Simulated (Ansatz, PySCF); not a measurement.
Pair of molecules: HF (SMILES F) (first 2 atoms) with SiH4 (SMILES [SiH4]); geometry from B3LYP-D3(BJ)/def2-TZVP, rigid monomers moved along the line of their centres of mass till H2···H4 is 1.59 Å.
(charge 0, multiplicity 1):
```xyz
7

F     -0.20220    -0.42935    -0.46784
H     -0.10079    -0.77049     0.39116
Si    -0.04646     0.10685     2.89053
H      0.03918    -1.04536     1.94985
H      1.04125     1.05501     2.57582
H      0.10706    -0.42537     4.26066
H     -1.36488     0.75216     2.72780
```

Quantity: the interaction energy.

Interaction energies are E(AB) − E(A) − E(B) at the monomers' geometry in the complex; basis-set methods are counterpoise corrected.

Cores are frozen in the correlated methods. CBS(a, b) extrapolates the correlation energy as X⁻³ and adds the Hartree–Fock energy of set b.

The values were computed with Ansatz (a first-principles code) with Gaussian orbitals; PySCF for the dispersion terms. Values without a source in brackets are computed.

Costs are ratios of core time to PBE/def2-TZVPPD (roughly 4 s), for whole runs (searches for the state included, and forces where a run took them) on one shared machine, so rough; each difference counts from -0.89 kcal/mol (CCSD(T)/CBS(aug-cc-pV(D+d)Z, aug-cc-pV(T+d)Z), a level with limits of its own).

A star marks coupled-cluster runs past 200 virtual orbitals, where the program's memory plan changes under this machine's limit, so their costs aren't comparable with smaller runs.

```csv
level,basis functions,cost
PBE/def2-TZVPPD,173,×1
PBE-D3(BJ)/def2-TZVPPD,173,×1
PBE0/def2-TZVPPD,173,×1
PBE0-D3(BJ)/def2-TZVPPD,173,×1
B3LYP/def2-TZVPPD,173,×2
B3LYP-D3(BJ)/def2-TZVPPD,173,×2
r2SCAN/def2-TZVPPD,173,×2
r2SCAN-D3(BJ)/def2-TZVPPD,173,×2
wB97M-V/def2-TZVPPD,173,×3
wB97X-V/def2-TZVPPD,173,×3
CCSD(T)/aug-cc-pV(D+d)Z,100,×4
CCSD(T)/aug-cc-pV(T+d)Z,216,×40*
```

Each difference (kcal/mol): PBE/def2-TZVPPD -0.65; PBE-D3(BJ)/def2-TZVPPD -1.22; PBE0/def2-TZVPPD -0.25; PBE0-D3(BJ)/def2-TZVPPD -0.77; B3LYP/def2-TZVPPD 0.19; B3LYP-D3(BJ)/def2-TZVPPD -0.77; r2SCAN/def2-TZVPPD -0.54; r2SCAN-D3(BJ)/def2-TZVPPD -0.72; wB97M-V/def2-TZVPPD -0.13; wB97X-V/def2-TZVPPD -0.17; CCSD(T)/aug-cc-pV(D+d)Z 0.62; CCSD(T)/aug-cc-pV(T+d)Z 0.18.
